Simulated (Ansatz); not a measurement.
`[CH3][GeH2][Se]C`, relaxed with RKS PBE-D4/def2-SVP in Ansatz from a rough embedded geometry. The force threshold is 0.03 eV/Å; the program also tests the step.

Total charge 0; spin multiplicity 1.

Start:

```xyz
12

C     0.676    0.030   -1.610
Ge    1.159    0.496    0.149
Se    0.245   -1.081    1.610
C    -1.559   -0.525    1.355
H    -0.435    0.062   -1.795
H     1.164    0.733   -2.385
H     1.051   -1.017   -1.880
H     0.604    1.861    0.505
H     2.750    0.498    0.295
H    -2.241   -1.038    1.947
H    -1.615    0.621    1.554
H    -1.800   -0.639    0.254
```

```
step   energy (eV)  largest force (eV/Å)  largest move (Å)
   1  -124034.5427                 4.424             0.000
   2  -124034.9012                 1.116             0.111
   3  -124034.9406                 0.287             0.126
   4  -124034.9552                 0.134             0.054
   5  -124034.9562                 0.060             0.033
   6  -124034.9566                 0.011             0.021
```

End:

```xyz
12

C     0.728    0.039   -1.724
Ge    1.213    0.500    0.127
Se    0.256   -1.021    1.679
C    -1.622   -0.491    1.369
H    -0.373    0.051   -1.845
H     1.169    0.773   -2.428
H     1.102   -0.973   -1.972
H     0.715    1.937    0.463
H     2.748    0.406    0.346
H    -2.237   -1.100    2.058
H    -1.768    0.581    1.600
H    -1.930   -0.704    0.328
```

It took 17 s on 2 threads of a server CPU on a shared host, with 0.23 GiB of host memory at the peak.
